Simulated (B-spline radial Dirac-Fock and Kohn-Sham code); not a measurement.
**Ionisation energies of chromium ions, computed and tabulated**

These are calculated numbers from a B-spline atomic structure program; the model is multi-electron Dirac-Fock with separately optimised hole states, Breit and Lamb-shift corrections added in first order. Each value is the difference of the configuration-average energies of two neighbouring ions in their tabulated ground configurations. Correlation and solid-state effects are left out. NIST's values refer to the lowest levels; many for high charge states are themselves semi-empirical or theoretical. Where a p, d or f shell is open in either ion the computed value averages over both j values and all terms, while the table refers to the lowest levels; that difference holds spin-orbit splitting (largest in heavy or highly charged ions), term energies where several electrons share open shells, and correlation, and it can reach 10 % or more.

```
  ion  configuration  computed (eV)         NIST (eV)            kind  NIST − computed (eV)
Cr¹⁶⁺   [He] 2s2 2p4         1194.8        1188 ± 2.1  semi-empirical                 -6.76
Cr¹⁷⁺   [He] 2s2 2p3         1290.2      1294.8 ± 1.6  semi-empirical                 +4.55
Cr¹⁸⁺   [He] 2s2 2p2         1388.6      1394.5 ± 0.7  semi-empirical                 +5.87
Cr¹⁹⁺   [He] 2s2 2p1         1489.9      1495.1 ± 0.7  semi-empirical                 +5.21
Cr²⁰⁺       [He] 2s2         1627.5      1634.1 ± 0.5  semi-empirical                 +6.62
Cr²¹⁺       [He] 2s1         1721.0  1721.183 ± 0.007     theoretical                 +0.16
Cr²²⁺            1s2         7480.4          7481.862     theoretical                 +1.44
Cr²³⁺            1s1         7894.9          7894.803     theoretical                 -0.08
```

Problem. Where in this range is the largest relative jump, and why?

Solution. From Cr²¹⁺ (1721.0 eV) to Cr²²⁺ (7480.4 eV), a factor of 4.35. The configuration goes from [He] 2s1 to 1s2, so the next electron comes out of a deeper subshell.
